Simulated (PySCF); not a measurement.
C4H3BF2O.
Numbering: `[F:1][B:2]([F:3])/[CH:4]=[C:5]1\[CH:6]=[CH:7][O:8]1` (hydrogens: H9 on C4; H10 on C6; H11 on C7)

Computed by this run: PySCF 2.14.0, PBE0-D3(BJ)/def2-SVP geometry optimisation, gas phase; density fitting, grid level 1; the optimiser is geomeTRIC in internal coordinates, started from a GFN2-xTB structure with every atom displaced at random (about 0.01 Å).

At the end of the run (lengths in Å): F1–B2 1.326, B2–C4 1.537, C4=C5 1.337, C6–H10 1.084, C5–O8 1.404, B2–F3 1.321, C4–H9 1.093, F1–B2–F3 116.8°, F1–B2–C4 121.8°, B2–C4–C5 120.4°, C4–C5–O8 126.6°, F1–B2–C4–C5 0°, B2–C4–C5–C6 0°, C4–C5–C6–C7 -179°, H9–C4–B2–F1 180°.

Question: These geometries were met on the way; a selection of coordinates is given. Order them by energy above the end point, lowest first.
A. F1–B2 1.297, B2–C4 1.509, C4=C5 1.363, C6–H10 1.060, C5–O8 1.382, B2–F3 1.302, C4–H9 1.076, F1–B2–F3 113.3°, F1–B2–C4 125.2°, B2–C4–C5 123.4°, C4–C5–O8 129.3°, F1–B2–C4–C5 -1°, B2–C4–C5–C6 0°, C4–C5–C6–C7 180°, H9–C4–B2–F1 -178°
B. F1–B2 1.330, B2–C4 1.545, C4=C5 1.336, C6–H10 1.086, C5–O8 1.407, B2–F3 1.324, C4–H9 1.097, F1–B2–F3 117.6°, F1–B2–C4 120.9°, B2–C4–C5 119.3°, C4–C5–O8 125.0°, F1–B2–C4–C5 15°, B2–C4–C5–C6 -9°, C4–C5–C6–C7 -174°, H9–C4–B2–F1 -175°
C. F1–B2 1.325, B2–C4 1.534, C4=C5 1.337, C6–H10 1.083, C5–O8 1.406, B2–F3 1.320, C4–H9 1.092, F1–B2–F3 117.0°, F1–B2–C4 121.3°, B2–C4–C5 119.6°, C4–C5–O8 127.6°, F1–B2–C4–C5 8°, B2–C4–C5–C6 -5°, C4–C5–C6–C7 -178°, H9–C4–B2–F1 -174°

Answer: C (0.009 eV), B (0.031 eV), A (0.137 eV).

| step | E above end (eV) | rms distance from the end, all atoms (Å) | largest force (eV/Å) | rms shift of all bonds from the end (Å) |
| --- | --- | --- | --- | --- |
| 3 | 0.009 | 0.058 | 0.191 | 0.001 |
| 1 | 0.031 | 0.089 | 0.518 | 0.003 |
| 0 | 0.137 | 0.045 | 2.357 | 0.020 |

Rows stand in the order of the answer.
